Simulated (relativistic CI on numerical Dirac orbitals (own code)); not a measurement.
Crystal-field levels of V⁴⁺, 3d

Calculated by Dirac-Coulomb-Breit CI, separate exchange-only KLI orbitals for each configuration, a model potential for QED, valence Slater integrals scaled by 0.9, one configuration in a parametric crystal field (own radial code).

Field parameters in Wybourne normalisation: D4h B²₀ = −7Ds, B⁴₀ = 21(Dq − Dt), B⁴₄ = 21√(5/14) Dq. The field is a parameter set, without covalency.

S is read from ⟨S²⟩ = S(S + 1).

Levels (cm⁻¹, degeneracy): 0 (2), 219 (2), 1747 (2), 36433 (2), 39652 (2).

Which field gives this pattern?
A. D4h, 10Dq = 19100, Ds = 1200, Dt = 790 cm⁻¹
B. D4h, 10Dq = 35500, Ds = -1470, Dt = 700 cm⁻¹
C. D4h, 10Dq = 34700, Ds = -230, Dt = -460 cm⁻¹
D. D4h, 10Dq = 10100, Ds = 680, Dt = -670 cm⁻¹

C. D4h, 10Dq = 34700, Ds = -230, Dt = -460 cm⁻¹, ground level with S = 0.50.
